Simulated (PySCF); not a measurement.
Ge³⁰⁺: ionisation energy

Ge³⁰⁺ 1s2 (1S) → Ge³¹⁺ 1s1 (2S), as a difference of total energies. Computed with PySCF 2.14 in an uncontracted even-tempered set (15 s from 40 bohr⁻², ratio 2.2; 7 p from 60 bohr⁻², ratio 2.4; 4 d from 180 bohr⁻², ratio 2.4; 3 f from 270 bohr⁻², ratio 2.4; 3 g from 410 bohr⁻², ratio 2.4), with no relativity, point nucleus. Correlated levels: nothing frozen; virtual orbitals above 40 to 60 times the deepest correlated orbital energy dropped. The calculations carry no spin-orbit coupling.

| method | ionisation energy (eV) |
| --- | --- |
| UHF | 13391.0 |
| MP2 (all electrons) | 13392.3 |
| SCS-MP2 (all electrons) | 13392.5 |
| CCSD (all electrons) | 13392.3 |

The gap to the reference is mostly relativistic.

With two correlated electrons CCSD is exact in that space.

For comparison: 13557.4 eV (theoretical estimate listed by NIST; NIST Atomic Spectra Database, ionization energies).
